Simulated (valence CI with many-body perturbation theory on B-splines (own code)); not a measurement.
E1 transitions of Te XLV

Computed by valence CI with perturbative core correlation (CI+MBPT): six valence electrons over a frozen Dirac-Fock core [He], radial functions for each j: 9 s, 9 p, 8 d, 6 f, 3 g, 1 h, with the one-electron correlation potential Σ1, the two-electron term Σ2, the three-electron term Σ3, Breit, model QED; selected CI, second order for the rest, scaled by the run's own slope (own B-spline code, finite nucleus).

No measured spectrum was set against this ion. As an estimate, large intervals hold to a few tenths of a per cent, small ones and those within an open d or f shell to about a per cent. Among the levels kept, up to 2500 cm⁻¹ of a level comes from second order outside the variational space, and about a tenth of that is noise between levels of different J, which matters for small intervals.

Lines 151 to 200 of 248 in falling wavelength, among levels below 37652 × 10³ cm⁻¹, chosen from the strongest by gf and those to the six lowest levels. Wavelengths and rates use the calculated energies. Electric multipoles are in the length gauge with retardation, E1 and E2 with the static RPA response of the core. Weak lines are less certain than strong ones. Lines between different terms over intervals too small for the method are left out, as are lines whose strength nearly cancels. The highest levels of a list are the least certain.

Levels are named by their leading jj configuration (3d3/2^4 stands for four electrons in 3d with j = 3/2), which in mixed levels can hold well under half, so a name can repeat and another be missing. Letters in brackets count levels of one name in rising energy.

```
λ vac (Å)                               Upper                       Lower   A (s⁻¹)  S (a.u.) with core polarisation  S without
    3.101  (2s^2 2p1/2 2p3/2^2 3p3/2) J=2 [a]    (2s 2p1/2^2 2p3/2^3) J=2  3.44e+11                         2.53e-05   2.52e-05
    3.098  (2s^2 2p1/2 2p3/2^2 3p3/2) J=1 [c]    (2s 2p1/2^2 2p3/2^3) J=1  2.48e+10                         1.09e-06   1.09e-06
    3.095  (2s^2 2p1/2 2p3/2^2 3p3/2) J=2 [c]    (2s 2p1/2^2 2p3/2^3) J=1  1.34e+08                         9.79e-09   1.06e-08
    3.091  (2s^2 2p1/2 2p3/2^2 3p3/2) J=1 [a]    (2s 2p1/2^2 2p3/2^3) J=2  3.74e+09                         1.63e-07   1.65e-07
    3.087  (2s^2 2p1/2 2p3/2^2 3p3/2) J=3 [b]    (2s 2p1/2^2 2p3/2^3) J=2  1.70e+11                         1.72e-05   1.72e-05
    3.080     (2s 2p1/2^2 2p3/2^2 3s) J=2 [a]    (2s 2p1/2^2 2p3/2^3) J=1  4.25e+12                         3.07e-04   3.06e-04
    3.074  (2s^2 2p1/2 2p3/2^2 3p3/2) J=1 [b]    (2s 2p1/2^2 2p3/2^3) J=2  3.98e+11                         1.71e-05   1.71e-05
    3.069      (2s^2 2p1/2^2 2p3/2 3d3/2) J=2    (2s^2 2p1/2 2p3/2^3) J=2  5.75e+10                         4.10e-06   4.11e-06
    3.066  (2s^2 2p1/2 2p3/2^2 3p3/2) J=2 [b]    (2s 2p1/2^2 2p3/2^3) J=2  2.31e+12                         1.64e-04   1.64e-04
    3.065      (2s^2 2p1/2^2 2p3/2 3d3/2) J=3    (2s^2 2p1/2 2p3/2^3) J=2  1.50e+10                         1.49e-06   1.50e-06
    3.063      (2s^2 2p1/2^2 2p3/2 3d3/2) J=1    (2s^2 2p1/2 2p3/2^3) J=2  1.32e+11                         5.62e-06   5.63e-06
    3.060  (2s^2 2p1/2 2p3/2^2 3p3/2) J=1 [c]    (2s 2p1/2^2 2p3/2^3) J=2  1.53e+12                         6.47e-05   6.46e-05
    3.057      (2s^2 2p1/2^2 2p3/2 3d3/2) J=2    (2s^2 2p1/2 2p3/2^3) J=1  2.15e+11                         1.52e-05   1.52e-05
    3.057  (2s^2 2p1/2 2p3/2^2 3p3/2) J=2 [c]    (2s 2p1/2^2 2p3/2^3) J=2  2.18e+12                         1.54e-04   1.54e-04
    3.056         (2s 2p1/2^2 2p3/2^2 3s) J=3    (2s 2p1/2^2 2p3/2^3) J=2  5.66e+12                         5.58e-04   5.57e-04
    3.051      (2s^2 2p1/2^2 2p3/2 3d3/2) J=1    (2s^2 2p1/2 2p3/2^3) J=1  3.15e+09                         1.33e-07   1.33e-07
    3.050      (2s^2 2p1/2^2 2p3/2 3d3/2) J=0    (2s^2 2p1/2 2p3/2^3) J=1  1.31e+11                         1.84e-06   1.84e-06
    3.047      (2s^2 2p1/2^2 2p3/2 3d5/2) J=2    (2s^2 2p1/2 2p3/2^3) J=2  5.38e+11                         3.76e-05   3.75e-05
    3.043     (2s 2p1/2^2 2p3/2^2 3s) J=1 [a]    (2s 2p1/2^2 2p3/2^3) J=1  8.69e+12                         3.62e-04   3.62e-04
    3.042     (2s 2p1/2^2 2p3/2^2 3s) J=2 [a]    (2s 2p1/2^2 2p3/2^3) J=2  3.44e+13                         2.39e-03   2.38e-03
    3.042         (2s^2 2p1/2^2 2p3/2 3s) J=1  (2s^2 2p1/2^2 2p3/2^2) J=0  1.48e+13                         6.16e-04   6.15e-04
    3.041     (2s^2 2p1/2 2p3/2^2 3s) J=2 [a]    (2s^2 2p1/2 2p3/2^3) J=2  1.45e+12                         1.00e-04   1.00e-04
    3.038     (2s 2p1/2^2 2p3/2^2 3s) J=2 [b]    (2s 2p1/2^2 2p3/2^3) J=1  6.72e+12                         4.65e-04   4.64e-04
    3.038      (2s^2 2p1/2^2 2p3/2 3d5/2) J=3    (2s^2 2p1/2 2p3/2^3) J=2  3.98e+11                         3.85e-05   3.84e-05
    3.038     (2s 2p1/2^2 2p3/2^2 3s) J=1 [b]    (2s 2p1/2^2 2p3/2^3) J=1  2.98e+13                         1.24e-03   1.24e-03
    3.036     (2s^2 2p1/2 2p3/2^2 3s) J=1 [a]    (2s^2 2p1/2 2p3/2^3) J=2  6.76e+12                         2.80e-04   2.80e-04
    3.035      (2s^2 2p1/2^2 2p3/2 3d5/2) J=2    (2s^2 2p1/2 2p3/2^3) J=1  7.93e+11                         5.47e-05   5.46e-05
    3.033      (2s^2 2p1/2^2 2p3/2 3d5/2) J=1    (2s^2 2p1/2 2p3/2^3) J=2  5.73e+11                         2.37e-05   2.36e-05
    3.029     (2s^2 2p1/2 2p3/2^2 3s) J=2 [a]    (2s^2 2p1/2 2p3/2^3) J=1  4.83e+12                         3.31e-04   3.31e-04
    3.026         (2s^2 2p1/2 2p3/2^2 3s) J=3    (2s^2 2p1/2 2p3/2^3) J=2  6.77e+12                         6.48e-04   6.47e-04
    3.024     (2s^2 2p1/2 2p3/2^2 3s) J=1 [a]    (2s^2 2p1/2 2p3/2^3) J=1  3.51e+13                         1.44e-03   1.44e-03
    3.023     (2s^2 2p1/2 2p3/2^2 3s) J=2 [b]    (2s^2 2p1/2 2p3/2^3) J=2  4.04e+13                         2.75e-03   2.75e-03
    3.021      (2s^2 2p1/2^2 2p3/2 3d5/2) J=1    (2s^2 2p1/2 2p3/2^3) J=1  2.91e+12                         1.19e-04   1.19e-04
    3.020         (2s^2 2p1/2^2 2p3/2 3s) J=2  (2s^2 2p1/2^2 2p3/2^2) J=2  2.03e+13                         1.38e-03   1.38e-03
    3.015         (2s^2 2p1/2^2 2p3/2 3s) J=1  (2s^2 2p1/2^2 2p3/2^2) J=2  3.64e+13                         1.48e-03   1.47e-03
    3.011     (2s^2 2p1/2 2p3/2^2 3s) J=2 [b]    (2s^2 2p1/2 2p3/2^3) J=1  5.99e+12                         4.03e-04   4.02e-04
    3.006     (2s 2p1/2^2 2p3/2^2 3s) J=1 [a]    (2s 2p1/2^2 2p3/2^3) J=2  1.12e+13                         4.49e-04   4.48e-04
    3.003     (2s^2 2p1/2 2p3/2^2 3s) J=1 [b]    (2s^2 2p1/2 2p3/2^3) J=2  1.82e+13                         7.29e-04   7.28e-04
    3.002     (2s 2p1/2^2 2p3/2^2 3s) J=2 [b]    (2s 2p1/2^2 2p3/2^3) J=2  1.34e+12                         8.95e-05   8.94e-05
    3.001     (2s 2p1/2^2 2p3/2^2 3s) J=1 [b]    (2s 2p1/2^2 2p3/2^3) J=2  1.72e+13                         6.87e-04   6.86e-04
    2.993         (2s^2 2p1/2 2p3/2^2 3s) J=0    (2s^2 2p1/2 2p3/2^3) J=1  2.31e+13                         3.06e-04   3.06e-04
    2.991     (2s^2 2p1/2 2p3/2^2 3s) J=1 [b]    (2s^2 2p1/2 2p3/2^3) J=1  3.99e+12                         1.58e-04   1.58e-04
    2.877      (2s^2 2p1/2^2 2p3/2 3d3/2) J=1  (2s^2 2p1/2^2 2p3/2^2) J=0  2.09e+13                         7.36e-04   7.37e-04
    2.875  (2s^2 2p1/2 2p3/2^2 3d3/2) J=1 [a]    (2s^2 2p1/2 2p3/2^3) J=2  1.10e+13                         3.86e-04   3.86e-04
    2.875  (2s^2 2p1/2 2p3/2^2 3d3/2) J=2 [a]    (2s^2 2p1/2 2p3/2^3) J=2  3.17e+12                         1.86e-04   1.86e-04
    2.871  (2s^2 2p1/2 2p3/2^2 3d3/2) J=3 [a]    (2s^2 2p1/2 2p3/2^3) J=2  1.33e+12                         1.08e-04   1.09e-04
    2.865  (2s^2 2p1/2 2p3/2^2 3d3/2) J=1 [a]    (2s^2 2p1/2 2p3/2^3) J=1  4.44e+12                         1.54e-04   1.55e-04
    2.864  (2s^2 2p1/2 2p3/2^2 3d3/2) J=2 [a]    (2s^2 2p1/2 2p3/2^3) J=1  1.37e+12                         7.93e-05   7.94e-05
    2.863      (2s^2 2p1/2 2p3/2^2 3d3/2) J=0    (2s^2 2p1/2 2p3/2^3) J=1  5.32e+13                         6.17e-04   6.17e-04
    2.862      (2s^2 2p1/2 2p3/2^2 3d5/2) J=3    (2s^2 2p1/2 2p3/2^3) J=2  1.23e+13                         9.95e-04   9.96e-04
```
